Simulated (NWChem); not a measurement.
BF in NWChem

```xyz
2

B      0.0000     0.0000    -0.8123
F      0.0000     0.0000     0.4513
```
Charge 0, spin multiplicity 1.

Everything below was run with NWChem. The geometry was optimised at B3LYP/def2-SVP, a minimum by its harmonic frequencies.

Static limit. This basis has no diffuse functions, which lowers polarisabilities.

The Pople sets run with spherical d functions. The structure started from a generated list of species.

**Question.** Give the polarisability tensor in bohr³ at LDA (SVWN5)/6-31G* (spherical d), in the frame of the coordinates, and its isotropic mean.

**Answer.** 
```
15.63   0.00   0.00
 0.00  15.63   0.00
 0.00   0.00  14.36
```
Mean (one third of the trace): 15.20 bohr³.
